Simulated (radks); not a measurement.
Results of a calculation; reference values are marked as such.
Valence configurations of neutral magnesium (all share [Ne]). Level of theory: non-relativistic Kohn-Sham, TPSS, spin-unpolarised, spherical densities, point nucleus; meta-GGA in the generalised Kohn-Sham scheme (a radial shooting solver on a logarithmic mesh with Libxc functionals). Energies are relative to 3s2; eigenvalues in eV.

valence      E (eV)   e(3p)   e(3s)
3s2           0.000       -  -4.756
3s1 3p1       3.521  -2.034  -5.618
3s1.5 3p0.5   1.741  -1.697  -5.224
3p2           7.129  -2.626       -
3s0.5 3p1.5   5.320  -2.345  -5.953

NIST lists [Ne] 3s2 as the ground configuration; this level of theory agrees among the configurations tried. The energies are those of spherical spin-averaged densities, not of single terms.
